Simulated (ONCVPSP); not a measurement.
## Varying the ONCV potential for Rb

Base potential:

- Element: Rb (Z = 37)
- Generator: ONCVPSP 4.0.1
- Type: optimised norm-conserving Vanderbilt (ONCV)
- Functional: PBE
- Relativity: scalar-relativistic
- Frozen core: [Ar] 3d10
- Valence charge: 9
- Reference configuration: 4s2 4p6 5s1
- Partial waves: 4s+5s: rc 1.95 bohr, ncon 3, nbas 6, qcut 7.4 1/bohr, 2 projectors; 4p: rc 2.05 bohr, ncon 4, nbas 8, qcut 5.6 1/bohr, 2 projectors, debl 1.1 Ha; d scattering state at 0.26 Ha: rc 1.90 bohr, ncon 3, nbas 7, qcut 6 1/bohr, local
- Local potential: the d channel
- Core correction: Teter function fitted to the true core (icmod 2), fcfact 0.35

All-electron outer shells of the reference configuration (PBE, scalar-relativistic, ld1.x):

```tsv
shell	level (eV)	outermost node (bohr)	outermost maximum (bohr)
3d	-103.96	–	0.39
4s	-31.89	0.62	1.25
4p	-15.96	0.64	1.42
5s	-2.23	1.79	4.38
```

Cutoffs, loose and tight: the cutoffs (Ha) at which the residual kinetic energy of the hardest occupied pseudo-wave falls to 1 and 0.1 mHa per electron. They do not see the model core or the augmentation charge, which bear on the density cutoff. Test errors are all-electron minus pseudo excitation energies from the reference, over the configurations 4s2 4p6 5s0; 4s2 4p6 5s0.5; 4s2 4p6 5s0 5p1; 4s2 4p5 5s1. A dash means not determined; rows that change the core or the reference have their own tests.

| change | outcome | cutoff, loose | cutoff, tight | bound ghosts | GHOST(+) flags above zero | largest test error (meV) |
| --- | --- | --- | --- | --- | --- | --- |
| base | generated | 16 Ha | 19 Ha | none | none | -11 |
| p: rc 1.44 | failed: test_data: rc < rc(lloc) for l = 1. Not allowed. | – | – | – | – | – |
| p: rc 1.58 | failed: test_data: rc < rc(lloc) for l = 1. Not allowed. | – | – | – | – | – |
| p: rc 1.78 | failed: test_data: rc < rc(lloc) for l = 1. Not allowed. | – | – | – | – | – |
| p: rc 2.02 | generated | 16 Ha | 19 Ha | none | none | -10 |
| p: rc 2.64 | generated | 16 Ha | 19 Ha | none | none | -22 |
| p: rc 2.8 | generated | 16 Ha | 19 Ha | none | none | -24 |
| p: rc 3.02 | generated | 16 Ha | 19 Ha | none | none | -24 |

Problem. What comes out with this change to the base: p: rc 2.34?

Solution. outcome: generated; cutoff, loose: 16 Ha; cutoff, tight: 19 Ha; bound ghosts: none; GHOST(+) flags above zero: none; largest test error (meV): -17.

Problem. What comes out with this change to the base: p: rc 2.22?

Solution. outcome: generated; cutoff, loose: 16 Ha; cutoff, tight: 19 Ha; bound ghosts: none; GHOST(+) flags above zero: p; largest test error (meV): -14.

Reading the sweep of the p radius (base included, trends over the rows without a ghost): The loose cutoff stays near 16 Ha. The median size of the test errors (rows with all tests solved) stays near 0.1 meV. The generation fails at 1.44, 1.58, 1.78 bohr.
